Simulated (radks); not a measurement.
Initial-state core-level shifts of the germanium ion Ge2+ when its valence configuration changes from [Ar] 3d10 4s2. All-electron calculation, Dirac Kohn-Sham, LDA (Slater exchange, Perdew-Wang correlation), spin-unpolarised, spherical densities, point nucleus; open shells are shared between the two j in proportion to 2j + 1. Program: a radial shooting solver on a logarithmic mesh with Libxc functionals. Shifts are changes of the shell-averaged eigenvalues in eV (positive: less bound).

valence                1s       2s       2p       3p
3d8 4s2 4p2       -26.286  -28.868  -28.636  -23.148
3d10 4s1 4p1       -1.708   -1.644   -1.640   -1.687
3d7.5 4s2 4p2.5   -33.408  -36.754  -36.459  -29.165
3d9.5 4p2.5        -9.456   -9.924   -9.857   -8.818
3d9 4s2 4p1       -12.691  -13.882  -13.771  -11.373
3d8.5 4s1 4p2.5   -20.900  -22.730  -22.549  -18.713
3d10 4p2           -3.351   -3.227   -3.217   -3.314
3d10 4s1.5 4p0.5   -0.862   -0.829   -0.827   -0.851
3d9 4s1 4p2       -14.273  -15.422  -15.302  -12.931
